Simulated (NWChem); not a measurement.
Molecule: C4H4Si; SMILES [SiH2](C#C)C#C

```xyz
9

Si     0.0000     0.0000    -0.8400
C      1.5022     0.0000     0.1991
C      2.5074     0.0000     0.8798
C     -1.5022     0.0000     0.1991
C     -2.5074     0.0000     0.8798
H      0.0000    -1.2096    -1.6990
H      0.0000     1.2096    -1.6990
H      3.3907     0.0000     1.4800
H     -3.3907     0.0000     1.4800
```
Atoms are numbered in this order, from 1.

Structure relaxed at the B3LYP/6-31G* (spherical d) level.

### Question
Give the principal values of the shielding tensors (ppm) of Si1, C2, C3 from B3LYP/6-31G* (spherical d), GIAO (NWChem), with their diamagnetic and paramagnetic parts as GIAO splits them.

### Answer
```csv
atom,σ11,σ22,σ33,isotropic,diamagnetic,paramagnetic
Si1,477.9,487.2,491.8,485.6,888.5,-402.9
C2,36.6,40.0,288.0,121.5,254.8,-133.2
C3,25.6,27.0,249.6,100.7,269.1,-168.4
```
